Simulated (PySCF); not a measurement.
C7H8, SMILES C1C2C3C2C2C1C32. Coordinates come from a PBE-D3(BJ)/def2-SVP optimisation. Other conformers were not sampled.

Computed equilibrium geometry at PBE-D3(BJ)/def2-SVP (PySCF confirms it by a frequency run) as Cartesian coordinates in Å, and its point group (one conformer of several):
point group C2v.
```xyz
15

C      0.0000     0.0000    -1.5414
C     -1.1517     0.0000    -0.5522
C     -0.7754    -0.7594     0.7111
C     -0.7754     0.7594     0.7111
C      0.7754     0.7594     0.7111
C      0.7754    -0.7594     0.7111
C      1.1517     0.0000    -0.5522
H      0.0000     0.9024    -2.1888
H      0.0000    -0.9024    -2.1888
H     -2.2013     0.0000    -0.8823
H     -1.4359    -1.4616     1.2375
H     -1.4359     1.4616     1.2375
H      1.4359     1.4616     1.2375
H      1.4359    -1.4616     1.2375
H      2.2013     0.0000    -0.8823
```
